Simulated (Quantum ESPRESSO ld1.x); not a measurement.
Values are calculated unless marked as measured or tabulated.
Ta LXV, configuration [He] 2s2 2p5.

Level of theory: scalar-relativistic Kohn-Sham, LDA (Slater exchange, Perdew-Zunger correlation), spin-polarised, spherical densities, point nucleus; open shells are filled with parallel spins first (ld1.x of Quantum ESPRESSO 7.5).

Energy parts (Ry):
| part | energy |
|---|---|
| total | -20302.277 |
| kinetic | 23055.027 |
| electron-nucleus | -44451.988 |
| Hartree | 1320.328 |
| exchange-correlation | -225.645 |

Orbitals (lengths in bohr, moments of r in powers of bohr; <r^-3> diverges for s and p1/2):
[
 {"orbital": "1s up", "occ.": "1", "eigenvalue (Ry)": "-5387.29", "<r>": "0.01865", "<r^-3>": "-"},
 {"orbital": "1s down", "occ.": "1", "eigenvalue (Ry)": "-5386.05", "<r>": "0.01865", "<r^-3>": "-"},
 {"orbital": "2s up", "occ.": "1", "eigenvalue (Ry)": "-1255.15", "<r>": "0.07735", "<r^-3>": "-"},
 {"orbital": "2s down", "occ.": "1", "eigenvalue (Ry)": "-1253.47", "<r>": "0.07740", "<r^-3>": "-"},
 {"orbital": "2p up", "occ.": "3", "eigenvalue (Ry)": "-1155.69", "<r>": "0.06873", "<r^-3>": "19700"},
 {"orbital": "2p down", "occ.": "2", "eigenvalue (Ry)": "-1153.72", "<r>": "0.06878", "<r^-3>": "19680"}
]

The highest occupied level is 2p down at -15697.1 eV. Summed over all electrons, <r^2> = 0.04381 bohr^2, which gives a Langevin (diamagnetic) susceptibility term of -0.0347 x 10^-6 cm^3/mol.
